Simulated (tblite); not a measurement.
A geometry optimisation, step by step.

C6H15PSi.
SMILES with atom numbers: `[CH3:1][CH2:2][C@@H:3]1[CH2:4][P:5]([SiH3:6])[C@@H:7]1[CH3:8]` (hydrogens: H9, H10, H11 on C1; H12, H13 on C2; H14 on C3; H15, H16 on C4; H17, H18, H19 on Si6; H20 on C7; H21, H22, H23 on C8)

Computed with GFN2-xTB (tblite), gas phase: L-BFGS steps from a force-field or distance-geometry start until the largest atomic force falls under 0.01 eV/Å. 9 of its 45 geometries are shown.

Step 0: E = -672.9609 eV, largest atomic force 1.904 eV/Å
```
atom  x, y, z in Å  |  force x, y, z in eV/Å
C1     -2.434   -1.436    0.237   -0.518  -0.039   0.107
C2     -1.801   -0.107   -0.160    0.460  -0.035   0.675
C3     -0.260   -0.230   -0.130   -0.718   0.948  -0.014
C4      0.375   -0.372    1.270   -0.538  -1.106   0.231
P5      1.825    0.607    0.783    1.248   1.281   0.652
Si6     3.113   -0.873   -0.262    0.221  -0.303  -0.154
C7      0.565    1.063   -0.516   -0.200  -0.709  -0.257
C8     -0.099    2.426   -0.355   -0.514  -0.015   0.149
H9     -3.529   -1.351    0.200    0.253  -0.036   0.007
H10    -2.142   -2.236   -0.438    0.066   0.018  -0.050
H11    -2.164   -1.731    1.252    0.067   0.107  -0.103
H12    -2.136    0.163   -1.154    0.022   0.100  -0.231
H13    -2.143    0.671    0.547    0.223  -0.267  -0.315
H14     0.003   -1.065   -0.801    0.121   0.290   0.327
H15    -0.161    0.147    2.083   -0.066  -0.182  -0.425
H16     0.596   -1.400    1.609   -0.205   0.278  -0.099
H17     2.282   -1.774   -1.082    0.246  -0.057  -0.024
H18     3.848   -1.670    0.759   -0.271   0.267  -0.305
H19     4.073   -0.144   -1.126   -0.280  -0.175   0.218
H20     1.013    0.997   -1.508   -0.165   0.058  -0.300
H21     0.614    3.235   -0.518    0.073  -0.182   0.038
H22    -0.903    2.544   -1.100    0.239  -0.089   0.270
H23    -0.538    2.564    0.647    0.236  -0.152  -0.398
```

Step 6: E = -673.1435 eV, largest atomic force 0.176 eV/Å
```
atom  x, y, z in Å  |  force x, y, z in eV/Å
C1     -2.443   -1.435    0.240    0.020   0.043   0.010
C2     -1.793   -0.107   -0.144    0.096   0.068   0.063
C3     -0.266   -0.193   -0.112    0.011  -0.017  -0.047
C4      0.382   -0.383    1.265   -0.128  -0.038   0.090
P5      1.862    0.676    0.821   -0.021  -0.028  -0.076
Si6     3.096   -0.865   -0.260   -0.050   0.040   0.014
C7      0.570    1.048   -0.521   -0.059  -0.046  -0.041
C8     -0.102    2.403   -0.357   -0.045   0.068   0.034
H9     -3.528   -1.352    0.201    0.062   0.008   0.007
H10    -2.137   -2.228   -0.441    0.012   0.024  -0.002
H11    -2.157   -1.723    1.249   -0.001   0.005  -0.006
H12    -2.119    0.168   -1.151    0.055   0.023  -0.009
H13    -2.132    0.669    0.541   -0.031   0.037   0.032
H14     0.016   -1.022   -0.761    0.094  -0.121  -0.087
H15    -0.189    0.124    2.044   -0.074   0.017   0.089
H16     0.573   -1.407    1.592    0.029   0.063  -0.080
H17     2.314   -1.788   -1.091    0.059  -0.010  -0.010
H18     3.825   -1.651    0.738   -0.055   0.027   0.018
H19     4.051   -0.159   -1.114   -0.031   0.024  -0.015
H20     0.975    0.991   -1.537   -0.041  -0.053  -0.020
H21     0.625    3.196   -0.513    0.070   0.014  -0.018
H22    -0.901    2.530   -1.087    0.006  -0.056   0.007
H23    -0.523    2.536    0.637    0.024  -0.090   0.049
```

Step 11: E = -673.1556 eV, largest atomic force 0.066 eV/Å
```
atom  x, y, z in Å  |  force x, y, z in eV/Å
C1     -2.435   -1.426    0.241   -0.012  -0.013   0.003
C2     -1.785   -0.099   -0.140   -0.018  -0.013  -0.031
C3     -0.263   -0.198   -0.115   -0.007   0.004   0.014
C4      0.367   -0.378    1.271    0.049   0.011   0.003
P5      1.851    0.683    0.816   -0.045  -0.045  -0.017
Si6     3.085   -0.856   -0.259   -0.013   0.011   0.001
C7      0.563    1.042   -0.530    0.036  -0.017  -0.010
C8     -0.101    2.399   -0.354    0.004  -0.045  -0.008
H9     -3.518   -1.346    0.202   -0.016   0.031   0.001
H10    -2.131   -2.217   -0.442    0.033   0.011  -0.010
H11    -2.154   -1.720    1.250    0.028   0.014   0.010
H12    -2.102    0.176   -1.147   -0.024   0.034  -0.032
H13    -2.131    0.677    0.546    0.059  -0.006  -0.016
H14     0.034   -1.031   -0.761   -0.048  -0.004   0.043
H15    -0.212    0.119    2.053    0.008  -0.041  -0.018
H16     0.575   -1.403    1.576    0.012   0.024   0.034
H17     2.333   -1.796   -1.097   -0.004  -0.024  -0.030
H18     3.806   -1.641    0.740   -0.012   0.003   0.064
H19     4.038   -0.154   -1.115   -0.006   0.055  -0.019
H20     0.957    0.978   -1.550    0.007  -0.011  -0.021
H21     0.635    3.187   -0.514   -0.047  -0.018   0.019
H22    -0.903    2.520   -1.082   -0.016   0.038   0.029
H23    -0.513    2.512    0.647    0.033  -0.001  -0.010
```

Step 16: E = -673.1604 eV, largest atomic force 0.056 eV/Å
```
atom  x, y, z in Å  |  force x, y, z in eV/Å
C1     -2.433   -1.422    0.241    0.010   0.027  -0.018
C2     -1.783   -0.096   -0.145   -0.008   0.011   0.002
C3     -0.264   -0.202   -0.116    0.004  -0.023  -0.016
C4      0.365   -0.377    1.273    0.003  -0.009  -0.025
P5      1.845    0.679    0.810    0.037   0.041   0.009
Si6     3.080   -0.855   -0.261    0.027  -0.032  -0.016
C7      0.564    1.033   -0.540   -0.014   0.007  -0.001
C8     -0.102    2.388   -0.354    0.005   0.007   0.003
H9     -3.516   -1.337    0.203    0.009  -0.023   0.000
H10    -2.121   -2.209   -0.443   -0.033   0.000   0.011
H11    -2.145   -1.712    1.250   -0.006   0.025  -0.031
H12    -2.101    0.188   -1.153   -0.005  -0.018   0.028
H13    -2.115    0.681    0.545   -0.014   0.023  -0.001
H14     0.028   -1.043   -0.752   -0.011  -0.028  -0.007
H15    -0.221    0.108    2.057    0.016   0.023  -0.010
H16     0.582   -1.398    1.581    0.008  -0.039   0.018
H17     2.344   -1.804   -1.108    0.019   0.009   0.008
H18     3.790   -1.630    0.759   -0.016   0.029  -0.008
H19     4.025   -0.135   -1.117   -0.030   0.002   0.034
H20     0.952    0.967   -1.562    0.006  -0.003   0.006
H21     0.630    3.180   -0.510    0.020   0.002  -0.015
H22    -0.910    2.524   -1.071   -0.022  -0.011   0.011
H23    -0.500    2.497    0.652   -0.003  -0.021   0.019
```

Step 22: E = -673.1621 eV, largest atomic force 0.030 eV/Å
```
atom  x, y, z in Å  |  force x, y, z in eV/Å
C1     -2.433   -1.417    0.239   -0.015  -0.003   0.006
C2     -1.783   -0.093   -0.146    0.013   0.006  -0.003
C3     -0.264   -0.207   -0.118    0.007   0.010   0.001
C4      0.369   -0.379    1.270   -0.006  -0.007   0.009
P5      1.845    0.682    0.807    0.019  -0.020  -0.012
Si6     3.080   -0.856   -0.262   -0.012   0.015   0.010
C7      0.563    1.029   -0.543    0.002  -0.002  -0.004
C8     -0.101    2.384   -0.353   -0.015   0.003   0.006
H9     -3.517   -1.337    0.203   -0.022   0.011   0.008
H10    -2.126   -2.206   -0.444    0.001  -0.003  -0.005
H11    -2.142   -1.703    1.246   -0.006  -0.011   0.013
H12    -2.102    0.190   -1.151   -0.002   0.005  -0.021
H13    -2.112    0.688    0.543   -0.002  -0.008   0.002
H14     0.023   -1.052   -0.752   -0.005   0.006  -0.012
H15    -0.216    0.110    2.051    0.002   0.008   0.000
H16     0.586   -1.400    1.584    0.000   0.007  -0.009
H17     2.352   -1.807   -1.111    0.008  -0.002   0.003
H18     3.784   -1.621    0.767    0.011  -0.001   0.005
H19     4.018   -0.124   -1.111    0.015   0.008   0.000
H20     0.952    0.964   -1.564    0.002  -0.001  -0.007
H21     0.630    3.175   -0.513   -0.001  -0.009  -0.002
H22    -0.917    2.522   -1.060   -0.009  -0.014  -0.001
H23    -0.493    2.487    0.657    0.013   0.001   0.013
```

Step 28: E = -673.1627 eV, largest atomic force 0.021 eV/Å
```
atom  x, y, z in Å  |  force x, y, z in eV/Å
C1     -2.438   -1.414    0.239    0.002   0.002  -0.004
C2     -1.784   -0.092   -0.148    0.004   0.001   0.008
C3     -0.264   -0.208   -0.120   -0.002  -0.003   0.003
C4      0.370   -0.380    1.267    0.003   0.001  -0.003
P5      1.848    0.679    0.804   -0.015   0.002  -0.005
Si6     3.083   -0.856   -0.261    0.007   0.005   0.004
C7      0.564    1.026   -0.546   -0.004  -0.005   0.001
C8     -0.103    2.379   -0.350    0.009   0.000  -0.002
H9     -3.522   -1.332    0.207    0.009   0.010  -0.003
H10    -2.132   -2.203   -0.444   -0.016  -0.008  -0.001
H11    -2.146   -1.703    1.247   -0.005   0.006  -0.006
H12    -2.100    0.192   -1.155   -0.006  -0.010   0.010
H13    -2.112    0.688    0.541    0.001   0.010  -0.002
H14     0.019   -1.052   -0.757    0.008  -0.005   0.008
H15    -0.211    0.115    2.049   -0.005  -0.020  -0.006
H16     0.587   -1.400    1.582   -0.011   0.009   0.002
H17     2.361   -1.810   -1.111    0.005  -0.006  -0.005
H18     3.786   -1.615    0.772    0.016  -0.007   0.006
H19     4.021   -0.117   -1.106    0.018   0.001  -0.007
H20     0.952    0.963   -1.567   -0.009   0.003   0.004
H21     0.627    3.169   -0.516   -0.010   0.016  -0.009
H22    -0.924    2.512   -1.052    0.000   0.003   0.021
H23    -0.484    2.483    0.665    0.003  -0.003  -0.012
```

Step 33: E = -673.1636 eV, largest atomic force 0.030 eV/Å
```
atom  x, y, z in Å  |  force x, y, z in eV/Å
C1     -2.446   -1.409    0.239   -0.007  -0.005   0.013
C2     -1.784   -0.091   -0.149   -0.010  -0.010  -0.007
C3     -0.265   -0.210   -0.124    0.001  -0.004  -0.003
C4      0.370   -0.380    1.263   -0.006  -0.009   0.005
P5      1.848    0.677    0.797    0.006  -0.006   0.013
Si6     3.096   -0.854   -0.260    0.005  -0.003   0.000
C7      0.564    1.023   -0.550    0.003   0.009  -0.004
C8     -0.103    2.374   -0.346   -0.011   0.008   0.001
H9     -3.529   -1.316    0.212   -0.010   0.002  -0.016
H10    -2.150   -2.204   -0.444   -0.010   0.013  -0.006
H11    -2.156   -1.701    1.246    0.017   0.003   0.017
H12    -2.102    0.189   -1.156    0.000   0.007  -0.002
H13    -2.111    0.691    0.538    0.009  -0.003  -0.005
H14     0.018   -1.054   -0.761    0.004  -0.011   0.010
H15    -0.211    0.113    2.044   -0.010   0.011   0.004
H16     0.584   -1.399    1.581    0.014  -0.027  -0.001
H17     2.379   -1.814   -1.111    0.021   0.014   0.006
H18     3.798   -1.609    0.778    0.001   0.010  -0.018
H19     4.035   -0.108   -1.100   -0.007  -0.023   0.009
H20     0.947    0.963   -1.573    0.002  -0.005  -0.013
H21     0.619    3.170   -0.527   -0.005   0.000  -0.009
H22    -0.939    2.500   -1.032   -0.011   0.017  -0.011
H23    -0.467    2.476    0.673    0.002   0.010   0.017
```

Step 38: E = -673.1641 eV, largest atomic force 0.019 eV/Å
```
atom  x, y, z in Å  |  force x, y, z in eV/Å
C1     -2.451   -1.407    0.241   -0.002   0.004  -0.006
C2     -1.785   -0.092   -0.151    0.009   0.007   0.000
C3     -0.265   -0.213   -0.126    0.000  -0.003   0.001
C4      0.370   -0.383    1.261   -0.003  -0.006  -0.001
P5      1.848    0.675    0.796    0.000   0.002  -0.003
Si6     3.103   -0.853   -0.259   -0.014   0.010   0.009
C7      0.563    1.022   -0.553   -0.011  -0.007   0.005
C8     -0.105    2.373   -0.344   -0.005   0.000  -0.001
H9     -3.534   -1.306    0.212   -0.005  -0.003   0.013
H10    -2.163   -2.201   -0.444    0.006  -0.004  -0.001
H11    -2.159   -1.699    1.247   -0.005   0.004  -0.005
H12    -2.103    0.188   -1.158    0.004   0.000  -0.008
H13    -2.108    0.693    0.535    0.003   0.002   0.003
H14     0.018   -1.058   -0.760    0.001  -0.003  -0.003
H15    -0.213    0.113    2.041    0.005  -0.009   0.000
H16     0.584   -1.403    1.579    0.001   0.006  -0.003
H17     2.395   -1.815   -1.110    0.001  -0.005  -0.009
H18     3.807   -1.605    0.780    0.009  -0.003   0.006
H19     4.043   -0.108   -1.095    0.008   0.000  -0.006
H20     0.944    0.962   -1.577   -0.002   0.001   0.013
H21     0.612    3.170   -0.536    0.002  -0.006  -0.002
H22    -0.949    2.498   -1.021   -0.001   0.003   0.003
H23    -0.457    2.475    0.680    0.000   0.010  -0.007
```

Step 44: E = -673.1643 eV, largest atomic force 0.009 eV/Å
```
atom  x, y, z in Å  |  force x, y, z in eV/Å
C1     -2.454   -1.405    0.241    0.002   0.004   0.001
C2     -1.785   -0.092   -0.152    0.001  -0.002   0.000
C3     -0.266   -0.215   -0.126    0.000   0.001   0.003
C4      0.369   -0.385    1.260    0.003  -0.001   0.002
P5      1.847    0.675    0.796   -0.006  -0.004   0.001
Si6     3.105   -0.851   -0.257    0.006  -0.002  -0.004
C7      0.561    1.021   -0.552    0.002   0.001   0.001
C8     -0.107    2.372   -0.344    0.002  -0.001   0.000
H9     -3.537   -1.304    0.215    0.004  -0.002  -0.002
H10    -2.167   -2.201   -0.444   -0.006   0.004   0.005
H11    -2.160   -1.697    1.246    0.001   0.000  -0.003
H12    -2.102    0.189   -1.160    0.001   0.000   0.004
H13    -2.106    0.694    0.534   -0.002  -0.002  -0.006
H14     0.018   -1.060   -0.761   -0.004   0.005   0.000
H15    -0.213    0.110    2.041   -0.001  -0.006   0.001
H16     0.585   -1.404    1.578    0.002  -0.003  -0.002
H17     2.401   -1.815   -1.112   -0.001   0.001   0.001
H18     3.812   -1.602    0.781   -0.004   0.004   0.001
H19     4.047   -0.109   -1.094   -0.001   0.002   0.001
H20     0.942    0.962   -1.576   -0.001   0.001  -0.002
H21     0.611    3.168   -0.540    0.001  -0.002  -0.003
H22    -0.953    2.498   -1.017    0.002  -0.002  -0.001
H23    -0.454    2.479    0.682   -0.002   0.004  -0.001
```

**Question.** Summarise the path.

**Answer.** The energy falls by 4.69 kcal/mol from step 0 to step 44; nine tenths of that is first reached at step 7. It falls at every step. The largest force goes from 1.904 to 0.009 eV/Å. Among the bonds C4–P5 changes most, from 1.816 to 1.877 Å; the atoms move by 0.067 Å rms after alignment.

**Question.** Follow the three bonds and two angles with the largest change from start to end.

**Answer.** 
| step | E above end (kcal/mol) | largest force (eV/Å) | C4–P5 (Å) | C3–C7 (Å) | P5–C7 (Å) | P5–Si6–H17 (°) | P5–C7–H20 (°) |
| --- | --- | --- | --- | --- | --- | --- | --- |
| 0 | 4.69 | 1.904 | 1.816 | 1.582 | 1.866 | 110.0 | 109.9 |
| 2 | 1.53 | 0.405 | 1.877 | 1.557 | 1.898 | 111.2 | 110.3 |
| 4 | 0.84 | 0.315 | 1.887 | 1.552 | 1.908 | 112.7 | 111.6 |
| 6 | 0.48 | 0.176 | 1.874 | 1.551 | 1.900 | 114.2 | 113.1 |
| 8 | 0.32 | 0.153 | 1.873 | 1.549 | 1.896 | 115.0 | 113.6 |
| 10 | 0.23 | 0.073 | 1.879 | 1.547 | 1.897 | 115.5 | 113.8 |
| 11 | 0.20 | 0.066 | 1.880 | 1.547 | 1.898 | 115.6 | 113.9 |
| 13 | 0.14 | 0.077 | 1.878 | 1.547 | 1.897 | 115.7 | 114.3 |
| 15 | 0.10 | 0.064 | 1.875 | 1.546 | 1.895 | 116.0 | 114.5 |
| 17 | 0.08 | 0.047 | 1.876 | 1.546 | 1.895 | 116.3 | 114.5 |
| 19 | 0.06 | 0.037 | 1.878 | 1.546 | 1.896 | 116.4 | 114.5 |
| 21 | 0.06 | 0.035 | 1.877 | 1.546 | 1.895 | 116.5 | 114.5 |
| 23 | 0.05 | 0.025 | 1.875 | 1.546 | 1.894 | 116.6 | 114.5 |
| 25 | 0.04 | 0.038 | 1.876 | 1.546 | 1.894 | 116.7 | 114.4 |
| 27 | 0.04 | 0.025 | 1.876 | 1.546 | 1.895 | 116.7 | 114.4 |
| 29 | 0.03 | 0.024 | 1.876 | 1.546 | 1.894 | 116.7 | 114.5 |
| 31 | 0.03 | 0.036 | 1.875 | 1.546 | 1.893 | 116.6 | 114.6 |
| 33 | 0.02 | 0.030 | 1.876 | 1.546 | 1.893 | 116.7 | 114.7 |
| 34 | 0.01 | 0.029 | 1.877 | 1.546 | 1.894 | 116.7 | 114.7 |
| 36 | 0.01 | 0.024 | 1.877 | 1.546 | 1.895 | 116.7 | 114.8 |
| 38 | 0.00 | 0.019 | 1.876 | 1.547 | 1.895 | 116.7 | 114.9 |
| 40 | 0.00 | 0.014 | 1.876 | 1.546 | 1.895 | 116.8 | 114.8 |
| 42 | 0.00 | 0.011 | 1.877 | 1.546 | 1.895 | 116.9 | 114.8 |
| 44 | 0.00 | 0.009 | 1.877 | 1.546 | 1.895 | 116.9 | 114.8 |

What follows is the cost of the whole relaxation. Hardware: Arm Neoverse V1, one thread, no GPU (shared host). Cost: 0.41 s of wall time.
